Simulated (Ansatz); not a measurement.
C5H5ClMg (`[Cl][Mg]1234[C@H]5[C@@H]1[C@@H]2[C@@H]3[C@H]54`), relaxed with RKS PBE0-D4/def2-TZVP in Ansatz from a GFN2-xTB geometry. The force threshold is 0.005 eV/Å; the program also tests the step.

Total charge 0; spin multiplicity 1.

Start:

```xyz
12

Cl   -2.062    2.910    0.705
Mg   -0.845    1.249    0.232
C    -0.094   -0.333   -1.232
C    -0.743   -1.022   -0.185
C    -0.022   -0.790    1.002
C     1.071    0.043    0.696
C     1.030    0.327   -0.686
H    -0.306   -0.446   -2.286
H    -1.546   -1.736   -0.305
H    -0.192   -1.284    1.950
H     1.888    0.282    1.363
H     1.819    0.800   -1.255
```

| step | energy (eV) | largest force (eV/Å) | largest move (Å) |
| --- | --- | --- | --- |
| 1 | -23225.2669 | 1.066 | 0.000 |
| 2 | -23225.3852 | 0.485 | 0.091 |
| 3 | -23225.4017 | 0.142 | 0.020 |
| 4 | -23225.4041 | 0.039 | 0.035 |
| 5 | -23225.4042 | 0.043 | 0.009 |
| 6 | -23225.4042 | 0.001 | 0.002 |

End:

```xyz
12

Cl   -2.051    2.935    0.664
Mg   -0.818    1.171    0.265
C    -0.061   -0.381   -1.246
C    -0.714   -1.073   -0.197
C     0.008   -0.839    0.998
C     1.108   -0.001    0.688
C     1.064    0.282   -0.699
H    -0.357   -0.378   -2.285
H    -1.595   -1.692   -0.296
H    -0.224   -1.247    1.972
H     1.860    0.342    1.384
H     1.779    0.879   -1.247
```

Hardware: 2 threads of an AMD EPYC 7R13 on a shared host and a share of an NVIDIA H100 80 GB. Wall time 23 s, peak host memory 0.87 GiB.
